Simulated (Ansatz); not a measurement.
FY, SMILES `[F][Y]`, relaxed with RKS PBE0-D4/def2-TZVP in Ansatz 0.2.0 from a GFN2-xTB geometry. The force threshold is 0.005 eV/Å; the program also tests the step.

The species carries charge 0 and has multiplicity 1. Y: def2 effective core potential.

Start:

```xyz
2

F    -0.640    0.009    0.962
Y     0.640   -0.009   -0.962
```

How much energy does the relaxation release, and in how many steps? (An estimate is asked.)

Computed: 22.78 kcal/mol, in 3 steps.

Which bonds change most? (Estimate.)

Computed: F1–Y2 from 2.311 to 1.927 Å.

Give the relaxed structure. (Best estimate.)

The calculation gave: 
```xyz
2

F    -0.534    0.008    0.802
Y     0.534   -0.008   -0.802
```
